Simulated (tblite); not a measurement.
Compound: C₆H₁₀FO (doublet state).
SMILES with atom numbers: `[CH3:1][C:2]1[CH2:3][C@@H:4]([OH:5])[C@H:6]([F:7])[CH2:8]1` (hydrogens: H9, H10, H11 on C1; H12, H13 on C3; H14 on C4; H15 on O5; H16 on C6; H17, H18 on C8)

Structure optimised with GFN2-xTB, isolated species. This method treats the open shell by occupation alone, without spin polarisation.

(1) Give the optimised bond lengths and angles.

## Answers

(1) 
```
         bond  length (Å)   order
        C1–C2       1.478  single
        C2–C3       1.486  single
        C3–C4       1.537  single
        C4–O5       1.404  single
        C4–C6       1.543  single
        C6–F7       1.380  single
        C6–C8       1.531  single
        C2–C8       1.491  single
C1–H9, C1–H11       1.090  single
       C1–H10       1.097  single
       C3–H12       1.094  single
       C3–H13       1.099  single
       C4–H14       1.092  single
       O5–H15       0.965  single
       C6–H16       1.095  single
       C8–H17       1.096  single
       C8–H18       1.098  single
```

Bonds in one row agree within 0.01 Å and their mean is given. Orders are formal, as drawn. A selection of angles:
```
     angle  degrees
  C2–C1–H9    110.7
 H9–C1–H10    108.1
 H9–C1–H11    108.7
H10–C1–H11    106.4
  C1–C2–C3    125.1
  C1–C2–C8    123.6
  C3–C2–C8    111.3
  C2–C3–C4    104.2
 C2–C3–H12    113.2
 C2–C3–H13    111.5
 C4–C3–H12    111.4
 C4–C3–H13    109.4
H12–C3–H13    107.2
  C3–C4–O5    112.5
  C3–C4–C6    103.7
 C3–C4–H14    113.2
  O5–C4–C6    111.3
 O5–C4–H14    105.7
 C6–C4–H14    110.7
 C4–O5–H15    108.3
  C4–C6–F7    109.2
  C4–C6–C8    105.5
 C4–C6–H16    111.9
  F7–C6–C8    109.8
 F7–C6–H16    106.1
 C8–C6–H16    114.2
 C6–C8–H17    110.1
 C6–C8–H18    110.7
  C2–C8–C6    104.7
 C2–C8–H17    112.4
 C2–C8–H18    112.4
H17–C8–H18    106.6
```

Torsions: C1–C2–C3–C4 164° (antiperiplanar); C2–C3–C4–O5 -90°; C3–C4–C6–F7 86° (synclinal); C4–C6–C8–C2 21° (synperiplanar); C1–C2–C8–C6 176° (antiperiplanar); H15–O5–C4–C3 50° (synclinal).

Of the pairs four or more bonds apart, C2···H15 is among the closest relative to their van der Waals radii: 2.80 Å, 97 % of the sum of Bondi's values. The 6 C–C bonds span 1.478 Å (C1–C2, drawn single) to 1.543 Å (C4–C6, drawn single), a spread of 0.065 Å. The 5-membered ring C2–C3–C4–C6–C8 has internal angles of 103.7° to 111.3° (sum 529°, against 540° for a flat polygon); it is puckered, 0.14 Å rms from its mean plane, widest ring torsion 32°. C2 (carbon bonded to 3 C) is planar (angles 125.1°, 123.6° and 111.3°, sum 360.0°, 0.02 Å off the plane of its three neighbours).

Point group: C1 (no symmetry element, even within 0.4 Å). GFN2-xTB frequencies show an imaginary mode (55i cm⁻¹), so the point is no minimum at that level. Torsions: C3–C4–O5–H 50°, C1–C2–C3–C4 164°, C2–C3–C4–O5 -90°, C3–C4–C6–F7 86°, C4–C6–C8–C2 21°.

On one thread, Arm Neoverse V2 (aarch64), on a shared host, this took 0.58 s wall. That covers the optimisation of the geometry.

One conformer stands for the species.

All values are computed, not measured.
